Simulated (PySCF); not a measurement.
BaCl$_{2}$, singlet, geometry from GFN2-xTB (such geometries of metal compounds can be far from the true shape) (core potentials on Ba); PySCF with WB97X-V/def2-SVP.

PySCF was given this input:
```python
from pyscf import gto, scf, dft

mol = gto.M(
    atom='''
Ba    0.29970232    0.35674088    0.39460706
Cl    0.97266002   -0.25073526   -2.06809506
Cl   -1.95991471   -0.92441117    0.76821298
''',
    basis='def2-svp',
    ecp={'Ba': 'def2-svp'},
    verbose=4,
)

mf = dft.RKS(mol)
mf.xc = 'wb97x_v'
mf.grids.atom_grid = (99, 590)
mf.grids.prune = None
mf.kernel()
```

**Question.** Write the output that PySCF gives for this input, abridged.

**Answer.** 
```
PySCF version 2.14.0

[INPUT] verbose = 4
[INPUT] num. atoms = 3
[INPUT] num. electrons = 44
[INPUT] charge = 0
[INPUT] spin (= nelec alpha-beta = 2S) = 0
[INPUT] symmetry False subgroup None
[INPUT] Mole.unit = angstrom
[INPUT] Symbol           X                Y                Z      unit          X                Y                Z       unit  Magmom
[INPUT]  1 Ba     0.299702320000   0.356740880000   0.394607060000 AA    0.566355303697   0.674142560636   0.745699270220 Bohr   0.0
[INPUT]  2 Cl     0.972660020000  -0.250735260000  -2.068095060000 AA    1.838061050114  -0.473820971172  -3.908133262966 Bohr   0.0
[INPUT]  3 Cl    -1.959914710000  -0.924411170000   0.768212980000 AA   -3.703702029406  -1.746883937789   1.451712137536 Bohr   0.0

nuclear repulsion = 105.544617831324
number of shells = 25
number of NR pGTOs = 121
number of NR cGTOs = 59
basis = def2-svp
ecp = {'Ba': 'def2-svp'}

******** <class 'pyscf.dft.rks.RKS'> ********
method = RKS
initial guess = minao
damping factor = 0
level_shift factor = 0
DIIS = <class 'pyscf.scf.diis.CDIIS'>
diis_start_cycle = 1
diis_space = 8
diis_damp = 0
SCF conv_tol = 1e-09
SCF conv_tol_grad = None
SCF max_cycles = 50
direct_scf = True
direct_scf_tol = 1e-13
XC library pyscf.dft.libxc version 7.1.2
    S. Lehtola, C. Steigemann, M. J. T. Oliveira, and M. A. L. Marques,  SoftwareX 7, 1–5 (2018)
XC functionals = wb97x_v
    N. Mardirossian and M. Head-Gordon,  Phys. Chem. Chem. Phys. 16, 9904–9924 (2014)
radial grids:
    Treutler-Ahlrichs [JCP 102, 346 (1995); DOI:10.1063/1.469408] (M4) radial grids

becke partition: Becke, JCP 88, 2547 (1988); DOI:10.1063/1.454033
pruning grids: None
grids dens level: 3
symmetrized grids: False
atomic radii adjust function: <function treutler_atomic_radii_adjust>
User specified grid scheme (99, 590)
** Following is NLC and NLC Grids **
NLC functional = wb97x_v
radial grids:
    Treutler-Ahlrichs [JCP 102, 346 (1995); DOI:10.1063/1.469408] (M4) radial grids

becke partition: Becke, JCP 88, 2547 (1988); DOI:10.1063/1.454033
pruning grids: <function nwchem_prune>
grids dens level: 3
symmetrized grids: False
atomic radii adjust function: <function treutler_atomic_radii_adjust>
small_rho_cutoff = 0
Set gradient conv threshold to 3.16228e-05
Initial guess from minao.
tot grids = 175232
tot grids = 61688
init E= -935.383142991113
  HOMO = -0.562998763801725  LUMO = -0.251020134007121  gap/eV = 8.48937
cycle= 1 E= -945.521703840906  delta_E= -10.1  |g|= 0.476  |ddm|= 2.26
  HOMO = -0.279341156376088  LUMO = -0.0304118820046926  gap/eV = 6.77371
cycle= 2 E= -945.570473143286  delta_E= -0.0488  |g|= 0.277  |ddm|= 0.959
  HOMO = -0.355218478005326  LUMO = -0.020478610000105  gap/eV = 9.10874
cycle= 3 E= -945.589683334181  delta_E= -0.0192  |g|= 0.0221  |ddm|= 0.403
  HOMO = -0.35441974571094  LUMO = -0.0211225851914186  gap/eV = 9.06948
cycle= 4 E= -945.590069094992  delta_E= -0.000386  |g|= 0.00852  |ddm|= 0.0566
  HOMO = -0.354857918633003  LUMO = -0.0204719712669732  gap/eV = 9.09911
cycle= 5 E= -945.590127200913  delta_E= -5.81e-05  |g|= 0.00253  |ddm|= 0.0262
  HOMO = -0.35490066813746  LUMO = -0.0204037641770695  gap/eV = 9.10212
cycle= 6 E= -945.590138934558  delta_E= -1.17e-05  |g|= 0.00044  |ddm|= 0.0162
  HOMO = -0.354874032790199  LUMO = -0.0204462031688823  gap/eV = 9.10024
cycle= 7 E= -945.590139256689  delta_E= -3.22e-07  |g|= 9.25e-05  |ddm|= 0.00263
  HOMO = -0.354869210302044  LUMO = -0.0204474567775714  gap/eV = 9.10008
cycle= 8 E= -945.590139263599  delta_E= -6.91e-09  |g|= 2.11e-05  |ddm|= 0.000277
  HOMO = -0.354869102892547  LUMO = -0.0204473080311118  gap/eV = 9.10008
cycle= 9 E= -945.590139263714  delta_E= -1.16e-10  |g|= 4.9e-06  |ddm|= 8.77e-05
  HOMO = -0.354869424424328  LUMO = -0.0204472102224335  gap/eV = 9.10009
Extra cycle  E= -945.590139263745  delta_E= -3.12e-11  |g|= 1.87e-06  |ddm|= 1.65e-05
converged SCF energy = -945.590139263745
```
